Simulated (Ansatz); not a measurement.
Relaxation of Mg5H10 with RKS r2SCAN-D4/def2-SVP.

```sh
$ ansatz run in.yaml --threads 4 --pin off --events-out ev --progress --plain --max-ram 4787MiB
```

```yaml
crystal:
  periodic: [false, false, false]
  atoms:
    - {symbol: Mg, position_ang: [0.469610, 1.769980, -0.061770]}
    - {symbol: Mg, position_ang: [-2.209370, -1.611200, 0.166100]}
    - {symbol: Mg, position_ang: [1.011180, -1.712740, -0.025980]}
    - {symbol: Mg, position_ang: [-2.336740, 1.240150, 0.115530]}
    - {symbol: Mg, position_ang: [3.107500, 0.179880, 0.077570]}
    - {symbol: H, position_ang: [4.614010, -0.153960, -0.115330]}
    - {symbol: H, position_ang: [-3.162190, -1.981640, -1.026030]}
    - {symbol: H, position_ang: [-0.768030, 0.618330, -0.928970]}
    - {symbol: H, position_ang: [1.913530, -1.829860, -1.359190]}
    - {symbol: H, position_ang: [-0.220840, 2.617840, 1.122320]}
    - {symbol: H, position_ang: [-3.352570, 2.335920, -0.318390]}
    - {symbol: H, position_ang: [1.767840, -0.503670, 1.230220]}
    - {symbol: H, position_ang: [-2.405890, -0.169590, 1.317030]}
    - {symbol: H, position_ang: [-0.546270, -2.381160, 0.530080]}
    - {symbol: H, position_ang: [2.118240, 1.581740, -0.723220]}
basis:
  gaussian: {orbitals: def2-SVP}
hamiltonian: {xc: r2scan, dispersion: d4}
scf: {lower_state_search: "off"}
output: {orbitals: {seedname: orbitals}}
relax: {f_tol: 0.02, max_steps: 100}
```

Hardware: 4 threads of Arm Neoverse V1 on a shared host. Wall time 63 s.

Positions (Å) and forces (eV/Å) at steps 1, 2, 3, 4, 5, 6, 7, 8, 9, 10, 11, 12, 13, 14, 15, 16, 19, 21 of 21:

```xyz
15
step=1 energy=-27369.4809 eV
Mg    0.470    1.770   -0.062    0.931   -0.602   -0.995
Mg   -2.209   -1.611    0.166    1.097   -0.110    1.343
Mg    1.011   -1.713   -0.026   -1.074   -0.253    1.085
Mg   -2.337    1.240    0.116    0.862   -0.563    0.740
Mg    3.107    0.180    0.078   -1.173    0.392   -0.260
H     4.614   -0.154   -0.115    1.754   -0.308   -0.064
H    -3.162   -1.982   -1.026   -0.989   -0.318   -1.200
H    -0.768    0.618   -0.929   -0.026   -0.130    0.452
H     1.914   -1.830   -1.359    0.853    0.254   -0.767
H    -0.221    2.618    1.122   -0.925    0.422    0.749
H    -3.353    2.336   -0.318   -1.134    1.245   -0.551
H     1.768   -0.504    1.230   -0.204    0.110   -0.397
H    -2.406   -0.170    1.317    0.130   -0.079   -0.321
H    -0.546   -2.381    0.530   -0.140    0.114   -0.011
H     2.118    1.582   -0.723    0.038   -0.175    0.197
15
step=2 energy=-27370.3436 eV
Mg    0.528    1.742   -0.086    0.252   -0.464   -0.111
Mg   -2.207   -1.689    0.201    0.069    0.297    0.313
Mg    0.940   -1.753    0.015   -0.197    0.199    0.188
Mg   -2.356    1.353    0.190    0.598   -0.204    0.497
Mg    3.184    0.152   -0.016   -0.544   -0.241   -0.364
H     4.791   -0.166   -0.103    0.631   -0.059    0.094
H    -3.212   -2.013   -1.077   -0.311   -0.175   -0.358
H    -0.786    0.550   -0.747    0.135   -0.117    0.048
H     1.994   -1.730   -1.321    0.381    0.218   -0.101
H    -0.370    2.564    1.105   -0.541    0.047    0.077
H    -3.436    2.463   -0.353   -0.409    0.412   -0.239
H     1.717   -0.426    1.085   -0.122    0.135   -0.063
H    -2.367   -0.180    1.237   -0.058   -0.036   -0.016
H    -0.591   -2.414    0.568    0.047   -0.117    0.058
H     2.172    1.545   -0.699    0.068    0.104   -0.024
15
step=3 energy=-27370.7808 eV
Mg    0.578    1.645   -0.071   -0.042   -0.297    0.291
Mg   -2.234   -1.680    0.212   -0.346    0.297   -0.173
Mg    0.884   -1.702    0.025    0.008    0.346   -0.152
Mg   -2.291    1.413    0.293    0.232    0.233    0.237
Mg    3.197    0.081   -0.135    0.040   -0.425   -0.355
H     4.884   -0.180   -0.077   -0.041    0.045    0.097
H    -3.260   -2.040   -1.113    0.034   -0.107    0.074
H    -0.754    0.471   -0.699    0.179   -0.276    0.004
H     2.087   -1.600   -1.267    0.159    0.212    0.202
H    -0.534    2.479    1.044   -0.209   -0.180   -0.188
H    -3.437    2.502   -0.360    0.004   -0.055   -0.021
H     1.671   -0.337    1.029   -0.164    0.190    0.011
H    -2.386   -0.182    1.250   -0.039    0.001    0.040
H    -0.621   -2.412    0.577    0.140   -0.160    0.036
H     2.216    1.542   -0.708    0.044    0.175   -0.102
15
step=4 energy=-27371.2040 eV
Mg    0.628    1.496    0.007    0.097   -0.079    0.422
Mg   -2.275   -1.618    0.192   -0.323    0.149   -0.299
Mg    0.807   -1.577   -0.005   -0.184    0.288   -0.214
Mg   -2.208    1.490    0.384   -0.493    0.168   -0.011
Mg    3.196   -0.020   -0.287    0.537   -0.049   -0.145
H     4.921   -0.186   -0.045   -0.367    0.044    0.026
H    -3.292   -2.093   -1.131    0.135   -0.028    0.213
H    -0.685    0.304   -0.622    0.226   -0.381   -0.043
H     2.181   -1.457   -1.183   -0.109    0.017    0.162
H    -0.652    2.373    0.988    0.360   -0.114   -0.145
H    -3.427    2.496   -0.370    0.219   -0.235    0.090
H     1.598   -0.200    0.976   -0.193    0.163    0.053
H    -2.394   -0.154    1.266   -0.028    0.051    0.043
H    -0.646   -2.401    0.555    0.150   -0.107   -0.011
H     2.248    1.547   -0.726   -0.030    0.113   -0.142
15
step=5 energy=-27371.4129 eV
Mg    0.725    1.532    0.102    0.068   -0.155    0.283
Mg   -2.383   -1.700    0.190   -0.129    0.092   -0.199
Mg    0.683   -1.426   -0.027   -0.110    0.356   -0.249
Mg   -2.152    1.463    0.392   -0.408    0.094   -0.084
Mg    3.196   -0.025   -0.334    0.438   -0.062   -0.077
H     4.902   -0.202   -0.028   -0.287    0.035   -0.002
H    -3.414   -2.188   -1.105    0.091   -0.028    0.193
H    -0.500    0.234   -0.589    0.090   -0.164   -0.020
H     2.088   -1.361   -1.183   -0.060   -0.033    0.138
H    -0.620    2.365    1.002    0.303   -0.086   -0.103
H    -3.366    2.416   -0.423    0.193   -0.197    0.086
H     1.586   -0.127    1.006   -0.092    0.161    0.051
H    -2.340   -0.196    1.214   -0.098    0.061    0.064
H    -0.689   -2.371    0.538    0.017   -0.179   -0.016
H     2.284    1.584   -0.755   -0.016    0.106   -0.066
15
step=6 energy=-27371.5130 eV
Mg    0.796    1.502    0.182    0.050    0.174    0.137
Mg   -2.402   -1.696    0.188   -0.103   -0.050   -0.045
Mg    0.579   -1.280   -0.103    0.291   -0.378   -0.014
Mg   -2.164    1.464    0.406   -0.108    0.090   -0.013
Mg    3.239   -0.035   -0.385    0.110   -0.014   -0.013
H     4.902   -0.208   -0.009   -0.066    0.019    0.003
H    -3.455   -2.248   -1.041    0.005   -0.018    0.082
H    -0.449    0.211   -0.570   -0.147    0.143   -0.133
H     2.082   -1.345   -1.135   -0.091    0.003    0.027
H    -0.579    2.315    0.986    0.075    0.003    0.004
H    -3.343    2.368   -0.457    0.059   -0.061    0.002
H     1.575   -0.063    1.009   -0.092   -0.003    0.075
H    -2.403   -0.183    1.218    0.012   -0.002    0.007
H    -0.691   -2.407    0.472    0.011    0.078   -0.059
H     2.313    1.607   -0.762   -0.008    0.019   -0.061
15
step=7 energy=-27371.5565 eV
Mg    0.831    1.521    0.278   -0.005    0.075    0.042
Mg   -2.441   -1.728    0.223   -0.094   -0.032   -0.043
Mg    0.578   -1.270   -0.163    0.115   -0.159    0.009
Mg   -2.120    1.454    0.346   -0.050    0.057    0.005
Mg    3.246   -0.028   -0.400    0.066    0.006    0.001
H     4.899   -0.197    0.002   -0.032    0.003    0.003
H    -3.561   -2.352   -0.907   -0.002   -0.025    0.076
H    -0.421    0.286   -0.608   -0.093    0.085   -0.043
H     2.084   -1.316   -1.169   -0.031    0.005    0.006
H    -0.571    2.329    1.034    0.049   -0.017    0.010
H    -3.290    2.346   -0.536    0.047   -0.048   -0.010
H     1.541   -0.099    1.035   -0.024    0.002    0.015
H    -2.396   -0.179    1.198    0.034    0.002   -0.023
H    -0.699   -2.390    0.387    0.006    0.039   -0.046
H     2.319    1.623   -0.719    0.014    0.008   -0.002
15
step=8 energy=-27371.5790 eV
Mg    0.846    1.542    0.306    0.012   -0.056    0.007
Mg   -2.491   -1.753    0.223   -0.019    0.024   -0.055
Mg    0.578   -1.260   -0.195   -0.044    0.033    0.053
Mg   -2.096    1.475    0.339    0.056   -0.073   -0.007
Mg    3.265   -0.017   -0.407   -0.042    0.007    0.042
H     4.906   -0.201    0.019    0.015   -0.008    0.000
H    -3.671   -2.465   -0.792    0.017   -0.001    0.105
H    -0.453    0.336   -0.599    0.119    0.056   -0.066
H     2.087   -1.291   -1.181    0.023    0.013   -0.052
H    -0.544    2.331    1.086   -0.055    0.028    0.005
H    -3.247    2.309   -0.616    0.021   -0.005    0.009
H     1.533   -0.102    1.028   -0.028   -0.022    0.011
H    -2.343   -0.183    1.158   -0.066    0.002    0.022
H    -0.721   -2.368    0.302   -0.003   -0.021   -0.045
H     2.352    1.647   -0.670   -0.006    0.022   -0.031
15
step=9 energy=-27371.6038 eV
Mg    0.872    1.565    0.354    0.035   -0.022   -0.074
Mg   -2.524   -1.763    0.224   -0.132   -0.123   -0.060
Mg    0.563   -1.234   -0.219   -0.023    0.110   -0.033
Mg   -2.044    1.434    0.304    0.011    0.064   -0.013
Mg    3.266   -0.009   -0.383   -0.033    0.003   -0.022
H     4.907   -0.212    0.029    0.010   -0.013    0.016
H    -3.773   -2.561   -0.654    0.106    0.061    0.138
H    -0.389    0.417   -0.681    0.028   -0.040    0.125
H     2.075   -1.243   -1.204    0.038   -0.004   -0.010
H    -0.542    2.340    1.114   -0.033   -0.038   -0.002
H    -3.188    2.271   -0.658    0.012   -0.022   -0.001
H     1.513   -0.111    1.041   -0.028   -0.016    0.005
H    -2.367   -0.195    1.162    0.045   -0.003   -0.074
H    -0.741   -2.364    0.209   -0.030    0.029   -0.042
H     2.372    1.667   -0.638   -0.005    0.014    0.047
15
step=10 energy=-27371.6332 eV
Mg    0.897    1.587    0.396   -0.002   -0.035   -0.064
Mg   -2.558   -1.815    0.261   -0.065   -0.073   -0.079
Mg    0.534   -1.187   -0.270   -0.027    0.074   -0.026
Mg   -2.009    1.430    0.251    0.011    0.050   -0.001
Mg    3.264   -0.012   -0.375   -0.013    0.002   -0.001
H     4.898   -0.234    0.058    0.007   -0.017    0.011
H    -3.846   -2.662   -0.498    0.089    0.053    0.137
H    -0.349    0.486   -0.706    0.009   -0.025    0.098
H     2.067   -1.210   -1.227    0.030    0.007   -0.013
H    -0.544    2.337    1.133   -0.012   -0.023   -0.004
H    -3.162    2.270   -0.694    0.003   -0.023   -0.009
H     1.481   -0.124    1.041   -0.007   -0.004    0.001
H    -2.321   -0.204    1.107    0.016   -0.023   -0.062
H    -0.759   -2.352    0.100   -0.042    0.026   -0.033
H     2.405    1.691   -0.577    0.003    0.010    0.042
15
step=11 energy=-27371.6597 eV
Mg    0.910    1.597    0.413   -0.021   -0.034   -0.014
Mg   -2.568   -1.839    0.259   -0.072   -0.060   -0.047
Mg    0.521   -1.154   -0.319   -0.025    0.023   -0.011
Mg   -1.990    1.441    0.221   -0.008    0.011    0.019
Mg    3.269   -0.014   -0.354    0.008    0.007    0.010
H     4.899   -0.264    0.086   -0.008   -0.015    0.009
H    -3.906   -2.740   -0.333    0.111    0.061    0.112
H    -0.338    0.524   -0.698    0.034    0.007    0.006
H     2.073   -1.172   -1.255    0.003    0.014   -0.002
H    -0.543    2.336    1.143   -0.009   -0.001   -0.006
H    -3.157    2.260   -0.727    0.005   -0.009   -0.015
H     1.458   -0.136    1.037    0.013   -0.005   -0.011
H    -2.296   -0.207    1.051    0.008   -0.029   -0.040
H    -0.770   -2.340   -0.006   -0.042    0.029   -0.035
H     2.438    1.710   -0.520    0.004    0.002    0.025
15
step=12 energy=-27371.6817 eV
Mg    0.915    1.601    0.442    0.006   -0.013   -0.004
Mg   -2.582   -1.868    0.281   -0.058   -0.066   -0.072
Mg    0.496   -1.112   -0.375    0.024   -0.044   -0.030
Mg   -1.975    1.445    0.195   -0.011    0.016   -0.004
Mg    3.274   -0.016   -0.332   -0.014    0.004    0.024
H     4.894   -0.304    0.128   -0.022   -0.009    0.002
H    -3.949   -2.817   -0.157    0.139    0.084    0.107
H    -0.312    0.577   -0.724    0.013    0.023    0.005
H     2.072   -1.125   -1.281   -0.009    0.007   -0.018
H    -0.551    2.341    1.147   -0.003   -0.011    0.008
H    -3.143    2.246   -0.767   -0.004   -0.010   -0.008
H     1.449   -0.157    1.019   -0.037    0.008    0.014
H    -2.258   -0.216    1.005   -0.006   -0.025   -0.017
H    -0.795   -2.319   -0.129   -0.045    0.029   -0.015
H     2.463    1.725   -0.451    0.026    0.007    0.007
15
step=13 energy=-27371.6984 eV
Mg    0.920    1.601    0.456   -0.045   -0.011    0.031
Mg   -2.567   -1.867    0.278   -0.118   -0.126   -0.017
Mg    0.491   -1.090   -0.444   -0.016   -0.048   -0.011
Mg   -1.968    1.458    0.167    0.007   -0.010    0.014
Mg    3.261   -0.024   -0.297    0.057    0.009    0.000
H     4.875   -0.344    0.169   -0.036   -0.010    0.009
H    -3.953   -2.868    0.030    0.192    0.127    0.067
H    -0.291    0.610   -0.741   -0.012    0.059   -0.047
H     2.079   -1.081   -1.333   -0.026    0.019    0.048
H    -0.556    2.326    1.161   -0.005    0.016   -0.013
H    -3.146    2.230   -0.805    0.003   -0.004   -0.005
H     1.393   -0.180    1.021    0.047   -0.009   -0.057
H    -2.226   -0.207    0.973   -0.006   -0.028   -0.031
H    -0.805   -2.304   -0.243   -0.045    0.046   -0.015
H     2.493    1.741   -0.391    0.002   -0.029    0.028
15
step=14 energy=-27371.7154 eV
Mg    0.914    1.596    0.485    0.026   -0.016    0.008
Mg   -2.554   -1.888    0.309   -0.135   -0.129   -0.030
Mg    0.463   -1.053   -0.527    0.086   -0.034   -0.011
Mg   -1.963    1.463    0.140   -0.010    0.015   -0.014
Mg    3.264   -0.030   -0.271   -0.015   -0.011    0.025
H     4.857   -0.399    0.230   -0.033   -0.004   -0.003
H    -3.940   -2.920    0.218    0.218    0.138    0.043
H    -0.268    0.674   -0.793   -0.035    0.019    0.007
H     2.082   -1.041   -1.355   -0.017    0.014   -0.019
H    -0.572    2.331    1.161    0.003   -0.011   -0.002
H    -3.152    2.215   -0.835    0.000   -0.002    0.000
H     1.387   -0.210    0.972   -0.051    0.012    0.006
H    -2.206   -0.206    0.940    0.024   -0.034   -0.026
H    -0.829   -2.278   -0.366   -0.069    0.048    0.016
H     2.516    1.746   -0.306    0.009   -0.006    0.001
15
step=15 energy=-27371.7238 eV
Mg    0.903    1.586    0.500   -0.019   -0.036   -0.035
Mg   -2.542   -1.905    0.343    0.040    0.000   -0.068
Mg    0.466   -1.033   -0.603   -0.082    0.029   -0.002
Mg   -1.974    1.493    0.118    0.056   -0.076   -0.043
Mg    3.255   -0.051   -0.226   -0.018    0.020   -0.009
H     4.829   -0.467    0.295   -0.035   -0.007    0.004
H    -3.884   -2.974    0.396    0.127    0.087    0.028
H    -0.282    0.702   -0.812    0.064    0.059   -0.013
H     2.092   -0.978   -1.414    0.001   -0.008    0.034
H    -0.585    2.337    1.157   -0.001    0.011    0.013
H    -3.170    2.221   -0.866   -0.014    0.004    0.023
H     1.343   -0.237    0.953   -0.002   -0.025   -0.018
H    -2.118   -0.208    0.879   -0.095   -0.009    0.052
H    -0.863   -2.220   -0.476   -0.028   -0.053    0.018
H     2.530    1.735   -0.243    0.007    0.004    0.015
15
step=16 energy=-27371.7384 eV
Mg    0.904    1.589    0.513   -0.028   -0.001    0.018
Mg   -2.476   -1.900    0.345   -0.051    0.029    0.057
Mg    0.441   -0.991   -0.676   -0.070   -0.015    0.011
Mg   -1.945    1.478    0.059   -0.087    0.034    0.064
Mg    3.224   -0.068   -0.211    0.029   -0.016    0.017
H     4.758   -0.550    0.362   -0.009   -0.006    0.001
H    -3.759   -2.997    0.536   -0.002   -0.024    0.006
H    -0.279    0.769   -0.863    0.092   -0.049   -0.018
H     2.081   -0.945   -1.443    0.000    0.001   -0.015
H    -0.592    2.316    1.166    0.012    0.013   -0.019
H    -3.181    2.224   -0.858   -0.002    0.010   -0.019
H     1.283   -0.256    0.913    0.018    0.005   -0.012
H    -2.147   -0.188    0.872    0.021   -0.013   -0.027
H    -0.862   -2.209   -0.528    0.084    0.020   -0.060
H     2.549    1.729   -0.185   -0.006    0.013   -0.003
15
step=19 energy=-27371.7478 eV
Mg    0.880    1.574    0.526    0.016   -0.009   -0.004
Mg   -2.414   -1.909    0.388   -0.026   -0.047   -0.001
Mg    0.417   -0.948   -0.785    0.021    0.023    0.000
Mg   -1.973    1.526    0.038   -0.004   -0.008    0.001
Mg    3.196   -0.107   -0.162   -0.006   -0.008    0.007
H     4.687   -0.670    0.454   -0.013    0.005   -0.007
H    -3.585   -3.090    0.768    0.037    0.035   -0.010
H    -0.262    0.822   -0.906    0.010    0.001   -0.005
H     2.084   -0.891   -1.495    0.005    0.004    0.000
H    -0.613    2.330    1.155   -0.001   -0.002   -0.004
H    -3.202    2.276   -0.887    0.003    0.004    0.003
H     1.235   -0.293    0.861   -0.012   -0.005    0.007
H    -2.129   -0.166    0.807    0.000    0.003    0.001
H    -0.880   -2.165   -0.671   -0.025   -0.001    0.017
H     2.560    1.711   -0.092   -0.004    0.006   -0.006
15
step=21 energy=-27371.7484 eV
Mg    0.880    1.575    0.522    0.001    0.005    0.004
Mg   -2.403   -1.918    0.392   -0.007   -0.001    0.001
Mg    0.414   -0.937   -0.799   -0.001   -0.005   -0.001
Mg   -1.975    1.526    0.034   -0.006    0.000    0.003
Mg    3.187   -0.114   -0.155    0.007   -0.006    0.005
H     4.669   -0.685    0.470    0.000    0.002    0.000
H    -3.554   -3.105    0.794    0.004    0.003    0.001
H    -0.258    0.833   -0.918    0.001   -0.003   -0.001
H     2.085   -0.889   -1.498   -0.002    0.004   -0.004
H    -0.614    2.327    1.153   -0.001   -0.001   -0.001
H    -3.200    2.296   -0.879    0.003   -0.001    0.002
H     1.222   -0.294    0.856   -0.001    0.001    0.000
H    -2.132   -0.167    0.795   -0.001    0.005    0.000
H    -0.882   -2.156   -0.678    0.004   -0.005   -0.004
H     2.562    1.708   -0.090   -0.002    0.000   -0.003
```

Another isomer (singlet) lies 0.20 eV lower at PBE0-D4/def2-TZVP; other spin states weren't run for this one.
